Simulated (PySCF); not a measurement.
An unknown is described by computed data only.

Formula: C5H10ClNO.

| Item | Value |
| --- | --- |
| NMR, other nuclei | isotropic shieldings of nuclei other than C and H, by class: 119 (1 N), -65 (1 O), 853 (1 Cl) ppm [GIAO PBE0/pcSseg-1] |
| Rotational structure | rotational constants A, B, C: 2.451, 0.993, 0.773 GHz [GFN2-xTB] |
| 1H NMR | chemical shifts (computed TMS as zero) by class: 5.12 (1 H), 3.87 (2 H), 3.58 (2 H), 2.28 (2 H), 1.10 (3 H) ppm [GIAO PBE0/pcSseg-1] |
| UV, first state | lowest singlet excitation: 5.74 eV (216 nm, f = 0.002) [TDDFT PBE0/def2-SVPD] |
| 13C NMR | chemical shifts (computed TMS as zero) by class: 168.9 (1 C), 49.7 (1 C), 45.0 (1 C), 35.2 (1 C), 18.8 (1 C) ppm [GIAO PBE0/pcSseg-1] |
| UV, strongest line | among the 6 lowest singlet transitions: S6 at 7.31 eV (170 nm, f = 0.069) [TDDFT PBE0/def2-SVPD] |
| Triplet | lowest triplet excitation (Tamm–Dancoff): 5.21 eV [TDA PBE0/def2-SVPD] |
| Dipole | 2.38 D [PBE0/def2-SVPD] |
| Polarisability | 86.2 au [PBE0/def2-SVPD] |

Electronic properties: PySCF, gas phase, density fitting. Levels stand in brackets. Geometry: GFN2-xTB, one conformer, isolated molecule. NMR classes are plain means over equivalent atoms (diastereotopic ones count apart unless rotation or inversion swaps them), as if these changed places fast.

Question: Propose a structure and show how it fits.

Answer: Numbering: `[CH3:1][CH2:2][NH:3][C:4](=[O:5])[CH2:6][CH2:7][Cl:8]`. Its formula, C5H10ClNO, gives 1 degree of unsaturation: 0 rings and 1 π bond in the structure found. 5 carbons fall into 5 classes; from least to most shielded: amide carbonyl carbon [C4] (168.9 ppm), sp3 C–Cl carbon [C7] (49.7 ppm), sp3 carbon next to a carbonyl [C6] (45.0 ppm), sp3 carbon bound to nitrogen [C2] (35.2 ppm), methyl carbon [C1] (18.8 ppm). Hydrogen classes from least to most shielded: 1 H on an amide nitrogen, N3 (5.12 ppm), 2 H on an sp3 C–Cl carbon, C7 (3.87 ppm), 2 H on an sp3 carbon bound to nitrogen, C2 (3.58 ppm, a mean of values up to 1.5 ppm apart in this geometry), 2 H on an sp3 carbon next to a carbonyl, C6 (2.28 ppm), 3 H on a methyl carbon, C1 (1.10 ppm). The other shieldings belong to: 119 ppm, amide nitrogen [N3]; -65 ppm, amide oxygen [O5]; 853 ppm, alkyl chlorine [Cl8]. The optimised geometry has point group C1 and is an asymmetric top. Structure: `CCNC(=O)CCCl`. Computed isomers that give other values at the same levels: `CNC(=O)CCCCl` (13C chemical shifts (computed TMS as zero) by class: 171.5 (1 C), 50.4 (1 C), 33.5 (1 C), 30.5 (1 C), 26.4 (1 C) ppm). The assignments are read from this structure; whether some other isomer fits the data as well wasn't checked.

The values belong to the conformer `[CH3:1][CH2:2][NH:3][C:4](=[O:5])[CH2:6][CH2:7][Cl:8]`: C1–C2–N3–C4 125°, C2–N3–C4–O5 -2°, N3–C4–C6–C7 -82°, C4–C6–C7–Cl8 71°.
